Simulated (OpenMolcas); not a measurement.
Dy3+ among 7 point charges of -1 e arranged as a pentagonal bipyramid (D5h). The axial distance is 1.19 times the equatorial one, R.

| Quantity | Value |
| --- | --- |
| Program | OpenMolcas 26.06 |
| Method | CASSCF |
| Basis | ANO-RCC-VDZP [7s6p4d2f1g] |
| Scalar Hamiltonian | DKH2, point nucleus |
| Active space | 9 electrons in 7 orbitals (4f) |
| State averaging | 2S+1 = 6 odd, 21 roots; 2S+1 = 4 odd, 115 roots kept (CI in the orbitals of an earlier block, 108 in the spin-orbit step); 2S+1 = 2 odd, 82 roots kept (CI in the orbitals of an earlier block, 40 in the spin-orbit step) |
| Spin-orbit coupling | state interaction with AMFI integrals over the reference wave functions |

All point charges move together. At R = 2.65 Å the width of the lowest J multiplet is 710 cm-1, and at R = 2.88 Å it is 555 cm-1.

**Question.** A third run gives 446 cm-1. What distance was it run at?

**Answer.** With a power law R^-n the two known points give n = -ln(555 / 710) / ln(2.88 / 2.65) = 2.96. Then R = 2.65 × (710 / 446)^(1/2.96) = 3.101 Å. The run was at 3.1 Å, so the estimate is off by +0.001 Å.

High states are left out of the spin-orbit mixing, which shifts the levels that they would mix with. This is an electrostatic model: the charges have no orbitals. An unlabelled pair can be two single states that coincide in this model. A group larger than the point group allows holds several states that coincide in this model. No measured value stands beside these numbers.
